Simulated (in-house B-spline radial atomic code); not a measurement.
Settings and results of a run for Ca IX (Ca8+). Level of theory: Dirac-Kohn-Sham PBE, spherical fractional occupations, Fermi nucleus of rms radius 3.4776 fm; calculated with a B-spline radial code for spherical atoms.

Command:
```bash
python run_scf.py task.json out
```
Settings (nuclear radius in fm, mass in u):
```
Z                20
configuration    [Ne] 3s2
hamiltonian      dirac
method           pbe,pbe
spin_polarised   False
nucleus          fermi
rms_radius       3.4776
atomic_mass      39.96259
speed_of_light   137.035999084
```

Output (hartree, bohr):
```
 radial grid: 65 intervals, B-splines of order 8, outer radius 7.931 bohr

 iter        energy (Eh)    residual
    1        -650.202548    1.10e+00
    2        -657.509870    3.28e-01
    3        -658.073600    1.18e-01
    4        -658.152124    4.19e-02
    5        -658.162927    1.25e-02
    6        -658.163924    6.56e-05
    7        -658.163924    3.30e-06
    8        -658.163924    1.44e-08

 total energy                      -658.16392
 kinetic                             663.7147
 electron-nucleus                  -1489.3829
 Hartree                             198.9758
 exchange-correlation                -31.4715

 first-order corrections (not in the total)
   Gaunt                             0.2017
   retardation                      -0.0157
   frequency dependence             -0.0002
   self-energy                       0.1367
   Uehling                          -0.0100
   Wichmann-Kroll                    0.0000
   recoil                            0.0074

 orbital      occ     eigenvalue          <r>       <r^2>       <1/r>     <1/r^3>       r_max    small
 1s1/2      2.000      -151.4904     0.076812  0.00793526     19.7466           -     0.05027  5.11e-03
 2s1/2      2.000       -21.1889     0.360918    0.154033     4.09086           -      0.2986  8.72e-04
 2p1/2      2.000       -18.4057      0.32189    0.127895      4.0189           -      0.2435  8.51e-04
 2p3/2      4.000       -18.2668     0.324339    0.129701     3.97715     188.547      0.2455  8.44e-04
 3s1/2      2.000        -6.5673     0.998916     1.13419     1.42396           -       0.915  2.35e-04
```

Cost of the run: 0.58 s on 1 thread of Intel(R) Xeon(R) 6975P-C, on a shared host.

For the Dirac Hamiltonian the kinetic term is c α·p + (β - 1)c².
